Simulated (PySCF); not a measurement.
Species: `C(/C)=C\[Si@@H]1C[SiH2][SiH2][Si@H]1F`. The columns A, B, C and D hold Mulliken, IAO, Hirshfeld and ESP-fitted charges (e) of one PBE0/pcSseg-1 density (PySCF), in a shuffled order. Coordinates in Å (GFN2-xTB); the density's dipole moment is (1.91, -1.24, 0.72) D.

| atom | x | y | z | A | B | C | D |
| --- | --- | --- | --- | --- | --- | --- | --- |
| C1 | 3.750 | -0.948 | -0.259 | -0.426 | -0.211 | -0.452 | -0.114 |
| C2 | 2.689 | 0.099 | -0.182 | -0.099 | -0.239 | +0.152 | -0.025 |
| C3 | 1.394 | -0.131 | -0.016 | -0.446 | -0.379 | -0.510 | -0.158 |
| Si4 | 0.055 | 1.184 | 0.063 | +0.597 | +0.377 | +0.237 | +0.263 |
| C5 | -1.019 | 0.808 | 1.614 | -0.802 | -0.829 | -0.372 | -0.248 |
| Si6 | -2.218 | -0.679 | 1.458 | +0.458 | +0.369 | +0.279 | +0.241 |
| Si7 | -2.988 | -0.616 | -0.743 | +0.093 | -0.099 | +0.049 | +0.139 |
| Si8 | -1.444 | 0.857 | -1.692 | +0.670 | +0.697 | +0.409 | +0.263 |
| F9 | -2.204 | 2.273 | -1.981 | -0.550 | -0.434 | -0.301 | -0.222 |
| H10 | 4.276 | -0.879 | -1.212 | +0.155 | +0.130 | +0.131 | +0.050 |
| H11 | 4.486 | -0.800 | 0.532 | +0.155 | +0.129 | +0.139 | +0.049 |
| H12 | 3.325 | -1.945 | -0.161 | +0.146 | +0.114 | +0.137 | +0.046 |
| H13 | 3.045 | 1.118 | -0.276 | +0.137 | +0.101 | +0.088 | +0.043 |
| H14 | 1.073 | -1.163 | 0.078 | +0.139 | +0.123 | +0.203 | +0.035 |
| H15 | 0.699 | 2.497 | 0.246 | -0.098 | -0.035 | -0.061 | -0.070 |
| H16 | -0.378 | 0.669 | 2.484 | +0.166 | +0.178 | +0.126 | +0.041 |
| H17 | -1.616 | 1.697 | 1.826 | +0.161 | +0.174 | +0.112 | +0.038 |
| H18 | -3.226 | -0.571 | 2.522 | -0.098 | -0.042 | -0.094 | -0.077 |
| H19 | -1.459 | -1.901 | 1.770 | -0.106 | -0.038 | -0.089 | -0.079 |
| H20 | -2.952 | -1.942 | -1.381 | -0.078 | -0.018 | -0.069 | -0.076 |
| H21 | -4.398 | -0.217 | -0.865 | -0.065 | 0.000 | -0.028 | -0.064 |
| H22 | -0.902 | 0.611 | -3.030 | -0.108 | -0.067 | -0.086 | -0.075 |

Q: Which column most likely holds the ESP-fitted charges?

A: C. Σ q r misses the density's dipole by 0.04 D (C), 0.77 D (D), 1.71 D (A), 2.72 D (B). Charges fitted to the outside potential are the only set here that is tied to the molecule's multipoles.

Q: And the Hirshfeld charges?

A: D. The mean sizes are 0.110 e (D), 0.187 e (C), 0.217 e (B), 0.262 e (A), and Hirshfeld charges are commonly the smallest of these schemes.

As computed, A = IAO, B = Mulliken, C = ESP-fitted, D = Hirshfeld. Hydrogens on carbon: IAO +0.14 to +0.17, Mulliken +0.10 to +0.18, ESP-fitted +0.09 to +0.20, Hirshfeld +0.03 to +0.05 e.

The ESP scheme fits charges at the nuclei, held to the total charge, to the electrostatic potential on points at 1.4 to 2.0 times the van der Waals radii. The IAO scheme projects the occupied orbitals on a minimal set of polarised atomic orbitals and counts the electrons in each atom's part of it.

One conformer (not necessarily the lowest) at the GFN2-xTB geometry, without solvent, vibrations or thermal averaging.

The run behind these numbers computed NMR shieldings as well. On Arm Neoverse N1, one thread, no GPU, on a shared host, this took 2.0 min of wall time and 1.1 GiB of memory at its peak.
